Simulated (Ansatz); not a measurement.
Consider the hydrogenolysis of a Ge–S bond: `[SH][GeH]([Cl])[Cl]` + H₂ → `[Cl][GeH2][Cl]` + H₂S.

Isolated molecules relaxed with PBE0-D4/def2-TZVP in Ansatz; ΔE leaves out vibrations. CCSD(T)/CBS is the MP2 limit (def2-TZVPP, def2-QZVPP) plus CCSD(T) − MP2 in def2-TZVPP, frozen cores. This one scheme is used for every species. For Ge outer-core shells are correlated without core-valence functions, which leaves a few kJ/mol of doubt a bond. Scalar relativity is left out up to krypton. Each species was taken in one conformer, which may not be the lowest.

```csv
species,MP2/def2-TZVPP energy (Eh)
`[SH][GeH]([Cl])[Cl]`,-3394.02474
H₂,-1.16460
`[Cl][GeH2][Cl]`,-2996.27676
H₂S,-398.89878
```

**Question.** Work out ΔE.

**Answer.** ΔE = (-2996.27676) + (-398.89878) − (-3394.02474) − (-1.16460) = 0.01380 Eh = +8.7 kcal/mol. CCSD(T)/CBS gives +6.9 kcal/mol.

Largest T1 diagnostic among the species: 0.010.

At CCSD(T), def2-SVP lies −3.3 kcal/mol from the extrapolated value and def2-TZVPP −0.7 kcal/mol. From PBE to PBE0 (25 % exact exchange), in def2-TZVPP and without D4, ΔE moves by −0.9 kcal/mol.
